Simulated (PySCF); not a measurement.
# Al⁴⁺: ionisation energy

Al⁴⁺ [He] 2s2 2p5 [2p1/2^2 2p3/2^3, M_J = 3/2] → Al⁵⁺ [He] 2s2 2p4 [2p1/2^2 2p3/2^2, M_J = 2], as a difference of total energies. Calculation: PySCF 2.14, in an even-tempered Gaussian basis (19 s from 0.32 bohr⁻², ratio 2.4; 12 p from 0.41 bohr⁻², ratio 2.4; 5 d from 3.8 bohr⁻², ratio 2.6; 5 f from 5.7 bohr⁻², ratio 2.6); the two-component X2C-1e Hamiltonian. Correlated levels: nothing frozen; the 30 highest virtual spinors dropped. "Screened" scales the spin-orbit matrix elements by Boettger's factors to mimic the two-electron term; Breit and QED terms are absent.

| method | ionisation energy (eV) |
| --- | --- |
| GHF (spin-free) | 152.20 |
| GMP2 (spin-free) | 153.65 |
| GHF (screened spin-orbit) | 152.18 |
| GMP2 (screened spin-orbit) | 153.62 |

**Question.** How much does correlation contribute at GMP2 (screened spin-orbit)?

**Answer.** 153.62 − (152.18) = 1.44 eV, measured against GHF (screened spin-orbit).

The labels give the starting determinants; with spin-orbit coupling the two ends relaxed to ⟨J²⟩ = 3.75, ⟨L²⟩ = 2.00, ⟨S²⟩ = 0.75 and ⟨J²⟩ = 6.00, ⟨L²⟩ = 2.01, ⟨S²⟩ = 2.00.

For comparison: 153.83 eV (semi-empirical (NIST evaluation); NIST Atomic Spectra Database, ionization energies).
